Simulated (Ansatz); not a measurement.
# A basis-limit estimate, worked out

An elementary step of AlH$_{2}$SF$_{3}$, singlet (AlF₃ ([F][Al]([F])[F]) + H₂S → AlHSF₂ ([F][Al]([F])[SH]) + HF (still joined by a long Al–F bond); Al–F, H–S broken or loosened, Al–S, F–H formed or tightened). “Start” and “end” are the PBE0-D4/def2-TZVP structures reached by relaxing down either side of its saddle point, with the molecules still in contact.

Computed with Ansatz 0.2.0 (basis: def2-TZVPP and def2-QZVPP); correlated methods freeze the cores.

Energies in eV:

| quantity | end | start |
| --- | --- | --- |
| Hartree–Fock, triple zeta (X = 3) | -25559.84488 | -25561.05435 |
| Hartree–Fock, quadruple zeta (X = 4) | -25560.76734 | -25561.99284 |
| MP2 correlation, X = 3 | -28.11110 | -27.77191 |
| MP2 correlation, X = 4 | -30.76729 | -30.41689 |
| CCSD(T) correlation, X = 3 | -29.51075 | -29.21377 |

Q: Work out the step energy at the basis limit: extrapolate Hartree–Fock as E(X) = E∞ + A exp(−7.88 √X) and the MP2 correlation as E(X) = E∞ + B X^−2.97 (the exponents that Neese and Valeev fitted for def2-TZVPP and QZVPP), then add CCSD(T) − MP2 in triple zeta.

A: Each step is linear, so take the differences first (end − start): Hartree–Fock 1.20947 (X = 3) and 1.22550 (X = 4); MP2 correlation -0.33919 and -0.35040; CCSD(T) correlation -0.29698.
Two points give E∞ = E(4) + w [E(4) − E(3)], with w = 1/(exp(7.88 (2 − √3)) − 1) = 0.1377 for Hartree–Fock and w = 1/((4/3)^2.97 − 1) = 0.7407 for the correlation.
Hartree–Fock: 1.22550 + 0.1377 × 0.01603 = 1.2277 eV.
MP2 correlation: -0.35040 + 0.7407 × (-0.01121) = -0.3587 eV.
CCSD(T) − MP2: -0.29698 − (-0.33919) = 0.0422 eV.
Sum: 1.2277 + (-0.3587) + 0.0422 = 0.9112 eV, or 21.01 kcal/mol. Plain CCSD(T) in triple zeta gives 0.9125 eV, so the larger basis shifts the result by -0.0013 eV.

No T1 diagnostic of these runs exceeds 0.013.

Exchanges of this kind with a chalcogen hydride build sulfide and selenide films.

Labels in which every atom is bracketed show which atoms are joined, not bond orders.

For scale, one of the runs: CCSD(T)/def2-TZVPP, 205 basis functions (an equivalent command: `ansatz run in.yaml --threads 4`). Time: 64 s of wall clock on 4 CPU threads; the host was shared. Peak host memory: 2.7 GiB.
